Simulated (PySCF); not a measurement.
## Polarisability and C₆ of Au⁻ (gold, charge -1)

[Xe] 4f14 5d10 6s2, closed-shell 1S. Computed with PySCF 2.14 in x2c-TZVPPall with one added diffuse shell each of s, p, d, f type (12s8p8d4f1g, 113 functions), with the spin-free X2C one-electron Hamiltonian (Gaussian nucleus). Coupled (time-dependent) response in atomic units; α is the mean over directions.

```tsv
method	mean α (bohr³)	C₆ (like pair)	S(−4)
UHF	192.1	2847	25140
```

S(−4) is the Cauchy moment in α(ω) = α(0) + S(−4) ω² + …

α(iu) at UHF:

```json
{"u (hartree)": "0", "α(iu) (bohr³)": "192.1"}
{"u (hartree)": "0.0500", "α(iu) (bohr³)": "146.8"}
{"u (hartree)": "0.100", "α(iu) (bohr³)": "92.29"}
{"u (hartree)": "0.200", "α(iu) (bohr³)": "45.29"}
{"u (hartree)": "0.300", "α(iu) (bohr³)": "28.50"}
{"u (hartree)": "0.500", "α(iu) (bohr³)": "15.90"}
{"u (hartree)": "0.750", "α(iu) (bohr³)": "10.04"}
{"u (hartree)": "1.00", "α(iu) (bohr³)": "7.169"}
{"u (hartree)": "1.50", "α(iu) (bohr³)": "4.333"}
{"u (hartree)": "2.00", "α(iu) (bohr³)": "2.950"}
{"u (hartree)": "3.00", "α(iu) (bohr³)": "1.638"}
{"u (hartree)": "5.00", "α(iu) (bohr³)": "0.7221"}
```

A single London oscillator, α(iu) = α/(1 + u²/ω²), gives C₆ = (3/4) ω α². Matching the computed C₆ needs ω = 4 × 2847 / (3 × 192.1²) = 0.103 hartree.

For an ion, C₆ is the dispersion term alone; charge-induced terms of lower order in 1/R come first.

Spin-orbit coupling, which splits the p, d and f shells strongly at this Z, is absent.
